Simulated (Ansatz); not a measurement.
Ansatz (a first-principles code) input (BHLYP/def2-TZVPD):

Ansatz 0.2 input:
```yaml
crystal:
  periodic: [false, false, false]
  atoms:
    - {symbol: Mo, position_ang: [0.04057391, 0.00758970, 0.01736898]}
    - {symbol: H, position_ang: [-0.63584112, -1.52723350, -0.27210965]}
    - {symbol: H, position_ang: [-1.06826297, 1.20846624, -0.45738752]}
basis:
  gaussian:
    orbitals: def2-TZVPD
hamiltonian:
  xc: {name: BHLYP}
magnetization: {spin_polarized: true, initial_magnetization: 2}
output: {forces: true}
```

Output:

```
Functional definition: BHLYP
integrals: 0.01 GiB planned
513 factors; integrals over basis functions are off by at most 8.1e-4 eV
mean field: 0.17 GiB planned
mean field evaluation 1: about -1879.4407 eV, gradient 1.5e1 eV
mean field evaluation 2: about -1879.9674 eV, gradient 1.4e1 eV
mean field evaluation 4: about -1880.7936 eV, gradient 1.3e0 eV
mean field evaluation 8: about -1880.8633 eV, gradient 3.3e-1 eV
mean field evaluation 16: about -1881.7350 eV, gradient 2.5e-1 eV
mean field evaluation 32: about -1881.7368 eV, gradient 5.1e-9 eV
mean field evaluation 64: about -1881.6913 eV, gradient 2.4e0 eV
mean field evaluation 96: about -1881.6987 eV, gradient 3.0e-1 eV
mean field -1881.73675859 eV, -69.1525503913 hartree, gradient 2.1e-9 eV, S^2 3.008265; 9 other end points of the search recorded, 0 dependent functions left out
the calculation of the forces begins
reference -1881.73690132 eV, -69.1525556365 hartree; 9, 7 occupied and 49, 51 virtual orbitals, 513 factors
Total energy: -1881.73690132 eV, -69.1525556365 hartree
Atom 0 at     0.040574     0.007590     0.017369 Å, force     0.089189     0.016684     0.038180 eV/Å
Atom 1 at    -0.635841    -1.527233    -0.272110 Å, force    -0.043299    -0.016537    -0.018535 eV/Å
Atom 2 at    -1.068263     1.208466    -0.457388 Å, force    -0.045890    -0.000146    -0.019645 eV/Å
Dipole moment:     0.617094     0.115433     0.264167 e Å
```

The spin state was set by rule; other spins were not relaxed.

The determinant is spin-contaminated: <S^2> is 3.01 against 2.00 for a pure state.
